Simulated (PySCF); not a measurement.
Ligands exchanged one at a time, Sn OH-OCH3. Isolated molecules, 0 K electronic values unless said otherwise. One relaxed conformer stands for each flexible species; it need not be the lowest. Strings in code marks are SMILES. In the def2 sets, heavy atoms carry core potentials. All members: neutral, multiplicity 1. Level: PBE0-D4/def2-TZVP // PBE0-D4/def2-SVP (PySCF). Delta-SCF ions had no search for a lower state.  The removal energy is E(N − 1 electrons) − E(N electrons) at the parent's geometry; ε(HOMO) is measured against the vacuum level.

```csv
species,−ε(HOMO) (eV),vertical ionisation energy (Delta-SCF) (eV)
`C[O][Sn]([O]C)([O]C)[O]C`,7.95,withheld
`C[O][Sn]([OH])([O]C)[O]C`,7.97,9.69
`C[O][Sn]([OH])([OH])[O]C`,8.05,9.87
`C[O][Sn]([OH])([OH])[OH]`,8.12,10.24
`[OH][Sn]([OH])([OH])[OH]`,9.15,11.20
```

Problem. Fit vertical ionisation energy (Delta-SCF) = a + b·x to the 4 complete rows by least squares, with x = −ε(HOMO) in eV. Give a, b and the rms residual, and predict the withheld value.

Solution. Means of the 4 rows: x̄ = 8.3225, ȳ = 10.25 eV. Σ(x − x̄)² = 0.92428 and Σ(x − x̄)(y − ȳ) = 1.0891, so b = 1.178 and a = ȳ − b·x̄ = 0.446 eV. The rms residual is 0.139 eV. At x = 7.95 the line gives 9.81 eV, outside the range of the fitted rows. The run for `C[O][Sn]([O]C)([O]C)[O]C` gave 9.58 eV, so the line is off by 0.23 eV, within twice the rms residual.

Codes: PySCF.
